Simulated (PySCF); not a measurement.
Ge(H)2(Br)(OH) (BrGeH₃O), SMILES [OH][GeH2][Br]. Coordinates come from a PBE-D3(BJ)/def2-SVP optimisation. The values are those of a single conformer.

The numbers are results of PySCF with PBE-D3(BJ)/def2-SVP, not measurements.

Harmonic wavenumbers (cm⁻¹): 154, 257, 296, 495, 633, 690, 761, 818, 913, 2075, 2135, 3725. Rotational constants (GHz): 12.21, 1.829, 1.632; symmetry number 1.

Task: Work out the zero-point energy and the ideal-gas rigid-rotor harmonic-oscillator thermochemistry at 298.15 K and 1 atm.

Result: ZPE = ½ Σ hcν = ½ × 12951 cm⁻¹ = 18.51 kcal/mol. H − E(el) = 22.29 kcal/mol. Entropy in cal/(mol K): translation 41.33, rotation 26.58, vibration 7.69, total 75.60. G − E(el) = -0.25 kcal/mol. Cp = 18.19 cal/(mol K).
